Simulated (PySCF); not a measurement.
**Mayer bond orders and bond lengths**

Species: C8H8O2S.
SMILES with atom numbers: `[O:1]=[S:2]1(=[O:3])[CH2:4][CH2:5][c:6]2[cH:7][cH:8][cH:9][cH:10][c:11]21` (hydrogens: H12, H13 on C4; H14, H15 on C5; H16 on C7; H17 on C8; H18 on C9; H19 on C10)

Geometry (PBE0-D3(BJ)/def2-SVP, Å), atoms numbered from 1 in this order:
```xyz
19
C8H8O2S angstrom
O     -1.7101    1.6192   -2.1221
S     -1.5074    1.3618   -0.7018
O     -1.9001    2.3571    0.2918
C     -2.1882   -0.2399   -0.1996
C     -1.2076   -0.7746    0.8391
C      0.1671   -0.2928    0.4354
C      1.3951   -0.8407    0.8018
C      2.5728   -0.2471    0.3458
C      2.5406    0.8862   -0.4725
C      1.3197    1.4422   -0.8495
C      0.1625    0.8346   -0.3824
H     -2.2173   -0.8576   -1.1087
H     -3.2055   -0.0583    0.1704
H     -1.2501   -1.8715    0.9089
H     -1.4569   -0.3721    1.8351
H      1.4348   -1.7304    1.4358
H      3.5361   -0.6792    0.6272
H      3.4740    1.3308   -0.8249
H      1.2640    2.3165   -1.5017
```

Bond orders from the PBE0/pcSseg-1 density (PySCF). Geometry: PBE0-D3(BJ)/def2-SVP, one conformer, isolated molecule.

Q: Where do the orders between heavy atoms depart from those drawn in the SMILES?

A: The largest departure is 0.282, at S2–O3 (drawn double, 1.718), counting aromatic bonds as 1.5. Drawn single, order below 0.88: C11–S2 (0.840). The bonds drawn aromatic range from 1.32 to 1.45.

Q: Give the Mayer order of every bond between heavy atoms, beside its length.

A: 
```json
{"bond": "O1–S2", "drawn as": "double", "length (Å)": "1.458", "Mayer order": "1.725"}
{"bond": "S2–O3", "drawn as": "double", "length (Å)": "1.460", "Mayer order": "1.718"}
{"bond": "S2–C4", "drawn as": "single", "length (Å)": "1.811", "Mayer order": "0.887"}
{"bond": "C4–C5", "drawn as": "single", "length (Å)": "1.525", "Mayer order": "1.016"}
{"bond": "C5–C6", "drawn as": "single", "length (Å)": "1.512", "Mayer order": "1.028"}
{"bond": "C6–C7", "drawn as": "aromatic", "length (Å)": "1.394", "Mayer order": "1.435"}
{"bond": "C7–C8", "drawn as": "aromatic", "length (Å)": "1.395", "Mayer order": "1.446"}
{"bond": "C8–C9", "drawn as": "aromatic", "length (Å)": "1.398", "Mayer order": "1.425"}
{"bond": "C9–C10", "drawn as": "aromatic", "length (Å)": "1.394", "Mayer order": "1.438"}
{"bond": "C10–C11", "drawn as": "aromatic", "length (Å)": "1.388", "Mayer order": "1.400"}
{"bond": "C11–S2", "drawn as": "single", "length (Å)": "1.780", "Mayer order": "0.840"}
{"bond": "C11–C6", "drawn as": "aromatic", "length (Å)": "1.393", "Mayer order": "1.321"}
```

Bonds between the same two heavy elements. O–S: all 2 within 0.02 of one another (1.718 to 1.725). C–S: lowest C11–S2 (0.840, 1.780 Å), highest S2–C4 (0.887, 1.811 Å); in 1 of the 1 pairs the longer bond (by over 0.003 Å) has the higher order (by 0.02 or more). C–C: lowest C4–C5 (1.016, 1.525 Å), highest C7–C8 (1.446, 1.395 Å); in 5 of the 28 pairs the longer bond (by over 0.003 Å) has the higher order (by 0.02 or more).

Q: And the bonds to hydrogen?

A: C–H: 0.92 to 0.97 (8 bonds).

Q: Sum the orders of all bonds at each heavy atom with more than one neighbour and set the sums beside the valence in the SMILES.

A: S2 5.170 (drawn 6), C4 3.750 (drawn 4), C5 3.893 (drawn 4), C6 3.784 (drawn 4), C7 3.855 (drawn 4), C8 3.832 (drawn 4), C9 3.826 (drawn 4), C10 3.802 (drawn 4), C11 3.561 (drawn 4). Orders between atoms that aren't bonded are not in these sums.

Mayer orders depend on the basis set.
